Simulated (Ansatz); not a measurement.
Reaction (substitution at a C–Ge bond): `O=[CH][GeH3]` + `[NH2][SbH2]` → `O=C[NH][SbH2]` + GeH₄

Calculated with Ansatz (gas phase, PBE0-D4/def2-TZVP geometries, no zero-point term in ΔE). CCSD(T)/CBS is the MP2 limit (def2-TZVPP, def2-QZVPP) plus CCSD(T) − MP2 in def2-TZVPP, frozen cores. Functionals use def2-TZVPP. B3LYP here is the variant with VWN-RPA as its local correlation; programs differ in this. HSE06 is defined as in plane-wave codes. def2 core potentials past Kr. For Ge, Sb outer-core shells are correlated without core-valence functions, which leaves a few kJ/mol of doubt a bond. Scalar relativity is left out up to krypton. One conformer a species, not always the lowest.

```tsv
level	ΔE (kJ/mol)	difference from CCSD(T)/CBS
revPBE-D4	-99.4	-10.6
B3LYP-D4	-97.7	-8.9
ωB97M-V	-94.7	-5.9
B2PLYP	-94.0	-5.2
PBE	-97.0	-8.2
PBE0	-97.9	-9.1
HSE06	-97.7	-8.9
MP2/def2-SVP	-118.7	-29.9
CCSD/def2-SVP	-111.8	-23.0
MP2/def2-QZVPP	-94.3	-5.5
CCSD(T)/CBS	-88.8	0
```

Largest T1 diagnostic among the species: 0.017.

At CCSD(T), def2-SVP lies −25.5 kJ/mol from the extrapolated value and def2-TZVPP +0.0 kJ/mol. From BLYP to BHLYP (50 % exact exchange), in def2-TZVPP and without D4, ΔE moves by −6.3 kJ/mol.
